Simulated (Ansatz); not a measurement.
**A barrier at the coupled-cluster level**

Start structure (ZnH$_{3}$ClO$_{2}$, closed shell), relaxed at PBE0-D4/def2-TZVP:

```xyz
7
angstrom
Zn -1.0867 -0.8552 0.3632
H -2.1126 -0.5775 1.4679
Cl -0.1221 -1.7197 -1.3650
H 0.1352 1.6650 0.4484
O 0.4714 0.7630 0.5315
O 1.5072 0.7394 -0.4469
H 1.2076 -0.0151 -0.9991
```

The step: ZnHCl ([Cl][ZnH]) + H₂O₂ ([OH][OH]) → ZnHClO₂ ([OH][O][Zn][Cl]) + H₂; bonds formed: H2–H4; dative contacts that become bonds: Zn1–O5; bonds broken: Zn1–H2, H4–O5. Computed with Ansatz 0.2.0 (basis: def2-TZVPP and def2-QZVPP); correlated methods freeze the cores. The 3s and 3p shells of Cu and Zn are frozen; filled d shells are correlated. Extrapolation: Hartree–Fock as exp(−7.88 √X), correlation as X^−2.97. Energies below are by CCSD(T) at an estimated basis limit (MP2 extrapolated from triple and quadruple zeta, plus CCSD(T) − MP2 in triple zeta).

(1) What are the electronic barrier and the energy of the step, from the start structure to the end structure? (Judge from chemistry; the value comes from the calculation.)

T1 diagnostic: at most 0.017.

Results:

(1) By the calculation: Barrier 1.413 eV; step energy 0.372 eV (uphill); reverse barrier, their difference, 1.041 eV. Barrier and step energy count from the start structure, the reverse barrier from the end structure.

The saddle point: One imaginary mode of 1083i cm⁻¹.
```csv
pair,start (Å),saddle (Å),end (Å)
Zn1–O5,2.25,1.96,1.80
H2–H4,3.33,1.00,0.75
Zn1–H2,1.53,1.82,2.55
H4–O5,0.97,1.26,2.49
```

Zero-point energy (harmonic, PBE0-D4): ZPE is 0.990 eV at the start and 0.840 eV at the saddle, so the barrier goes from 1.413 to 1.263 eV.

Labels in which every atom is bracketed show which atoms are joined, not bond orders.

For scale, one of the runs: CCSD(T)/def2-TZVPP, 210 basis functions, launched by `ansatz run in.yaml --threads 4 --pin off --events-out ev --progress --plain --max-ram 9574MiB`. Time: 110 s of wall clock on 4 CPU threads of an Arm Neoverse V1; the host was shared. Peak host memory: 2.9 GiB.
